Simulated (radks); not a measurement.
Initial-state core-level shifts of the strontium ion Sr+ when its valence configuration changes from [Kr] 5s1. All-electron calculation, Dirac Kohn-Sham, PBE, spin-unpolarised, spherical densities, finite nucleus; open shells are shared between the two j in proportion to 2j + 1; Fermi nuclear charge, rms radius 4.224 fm. Program: a radial shooting solver on a logarithmic mesh with Libxc functionals. Shifts are changes of the shell-averaged eigenvalues in eV (positive: less bound); the change of the density at the nucleus, which sets a Mossbauer isomer shift, is in e/bohr^3, on a base of 6.098e+04.

| valence | 2p | 3p | 3d | 4p | density at nucleus |
|---|---|---|---|---|---|
| 5p1 | -1.275 | -1.278 | -1.277 | -1.204 | -7.284 |
| 4d1 | +2.127 | +2.117 | +2.132 | +1.914 | -8.400 |
| 4d0.5 5s0.5 | +1.149 | +1.141 | +1.149 | +1.022 | -4.413 |
| 5s0.5 5p0.5 | -0.641 | -0.642 | -0.642 | -0.607 | -3.608 |
